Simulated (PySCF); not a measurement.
Structure from NMR data

The spectra below were simulated for a compound C$_{6}$H$_{11}$NOSi.

1H NMR (300 MHz, computed): δ 6.97 (m, 1H), 6.24 (d, 1H), 5.19 (d, 2H), 3.82 (t, 2H), 1.83 (m, 2H), 0.97 (t, 3H).

13C{1H} NMR (computed): δ 159.1, 124.5, 122.7, 70.2, 30.3, 11.0.

Level of theory: geometry from GFN2-xTB, shielding tensors at PBE0/pcSseg-1 (GIAO), in PySCF 2.14.0 with density-fitted response routines (gas phase, single conformer, non-relativistic Hamiltonian, rapidly exchanging positions averaged).

Scale: 1H (31.72 ppm) and 13C (186.93 ppm) vs TMS (reference shieldings calculated alike).

Choose the structure that fits.
A. CCCO[SiH2]/C=C/C#N
B. NCCC1=C[SiH2]C=CO1
C. COC[SiH2]n1cccc1

Results:

A. 

1. Rings plus π bonds: 3 (no ring in the answer).
2. 6 carbon signals for 6 carbons: no two carbons are equivalent.
3. Carbon types of the structure: 1 × C, 2 × CH, 2 × CH2, 1 × CH3, leaving 2 H on heteroatoms.
4. δC 159.1, 124.5: alkene CH; the olefinic region.
5. δC 122.7: nitrile carbon; C≡N carbons fall here, among the sp2 signals but without a proton.
6. δC 70.2: sp3 CH2 bonded to O; deshielded by the electronegative neighbour.
7. δC 11.0: methyl carbon; a saturated carbon with 1 carbon neighbour and no heteroatom attached.
8. δH 3.82: hydrogen on an sp3 CH2 bonded to O; its carbon carries O, an electronegative neighbour.

The others: NCCC1=C[SiH2]C=CO1 has carbons computed at 171.7, 161.4, 97.7, 93.5, 54.1, 50.1, with a different DEPT pattern; COC[SiH2]n1cccc1 would give 4 carbon signals, not 6.

Shifts are as computed. Against solution values, carbons near 30 ppm lie about +3 ppm off and those near 130 ppm about +5 ppm. Of 1211 compounds with measured shifts, 218 miss one by over three times the rms of a fit or turn the order of signals round; such compounds aren't used in these exercises. Multiplicities follow the n + 1 count of equivalent neighbours, as no J values were calculated; m marks all less simple cases, F and P coupling included.
